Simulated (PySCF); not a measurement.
H3OSi, SMILES [SiH3][O] (connectivity only; charge and spin as stated), charge -1, multiplicity 1.

Geometry optimised at B3LYP-D3(BJ)/def2-TZVPD. The spin state was assumed, not searched. The isomer is the one that the SMILES or the coordinates give; other isomers of the formula were not compared.

All values below come from HF/def2-TZVPD in PySCF.

Symmetry labels are those of the subgroup Cs that the program uses (full group C3v).

Q: List the valence orbital energies around the gap with their symmetry. (The exact figures need the calculation; the answer reports its results.)

A: 
| orbital | symmetry | energy (eV) |
|---|---|---|
| HOMO−7 | A' | -108.95 |
| HOMO−6 | A' | -26.54 |
| HOMO−5 | A' | -12.77 |
| HOMO−4 | A" | -7.68 |
| HOMO−3 | A' | -7.68 |
| HOMO−2 | A' | -7.16 |
| HOMO−1 | A' | -4.82 |
| HOMO | A" | -4.82 |
| LUMO | A' | 5.66 |
| LUMO+1 | A' | 6.92 |
| LUMO+2 | A' | 7.20 |
| LUMO+3 | A" | 7.20 |
